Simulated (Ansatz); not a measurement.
Geometry optimisation, Ansatz 0.2.0, RKS BLYP/6-31G.

Input file:

```yaml
crystal:
  periodic: [false, false, false]
  atoms:
    - { symbol: B, position_ang: [-1.3817, -0.8118, -0.6814] }
    - { symbol: C, position_ang: [0.0553, -0.2176, -0.7732] }
    - { symbol: Cl, position_ang: [0.2355, 0.6931, -2.3045] }
    - { symbol: C, position_ang: [0.4112, 0.6982, 0.3961] }
    - { symbol: C, position_ang: [1.1728, 0.3159, 1.3619] }
    - { symbol: F, position_ang: [-0.3011, 1.9022, 0.4861] }
    - { symbol: H, position_ang: [-2.3175, -0.0156, -0.6917] }
    - { symbol: H, position_ang: [-1.5899, -1.9132, -0.6464] }
    - { symbol: H, position_ang: [0.7606, -1.0629, -0.7469] }
    - { symbol: H, position_ang: [1.6876, -0.6314, 1.3782] }
    - { symbol: H, position_ang: [1.3329, 0.9861, 2.2426] }
basis:
  gaussian: { orbitals: "6-31G" }
hamiltonian:
  xc: blyp
relax:
  f_tol: 0.02
  max_steps: 40
```

Run as:

```bash
$ ansatz run input.yaml --threads 1 --pin off --max-ram 2048MiB --backend cpu --events-out ev --progress --plain --runs-dir out
```

Task: Where does it end, and by what steps?

Result: The run converged. Limits of this set-up: no polarisation functions. After 13 steps the energy has fallen by 0.808 eV; H8 moved furthest, 0.85 Å.

| step | energy less start (eV) | largest force component (eV/Å) | accepted |
| --- | --- | --- | --- |
| 0 | 0.0000 | 3.803 | yes |
| 1 | -0.4046 | 1.809 | yes |
| 2 | -0.5216 | 1.332 | yes |
| 3 | -0.5430 | 1.441 | yes |
| 4 | -0.6335 | 0.374 | yes |
| 5 | -0.6639 | 0.256 | yes |
| 6 | -0.7237 | 0.269 | yes |
| 7 | -0.7744 | 0.403 | yes |
| 8 | -0.7854 | 0.554 | yes |
| 9 | -0.8017 | 0.316 | yes |
| 10 | -0.8019 | 0.230 | yes |
| 11 | -0.8065 | 0.126 | yes |
| 12 | -0.8077 | 0.046 | yes |
| 13 | -0.8081 | 0.018 | yes |

```xyz
11
Properties=species:S:1:pos:R:3
B -1.500 -0.679 -0.933
C -0.034 -0.455 -0.389
Cl 0.088 0.352 -2.341
C 0.348 0.550 0.602
C 1.415 0.491 1.430
F -0.545 1.631 0.726
H -2.347 0.135 -0.720
H -1.754 -1.723 -1.456
H 0.685 -1.281 -0.449
H 2.142 -0.317 1.343
H 1.569 1.240 2.208
```

Run time: 38 s on 1 CPU thread of a shared host.
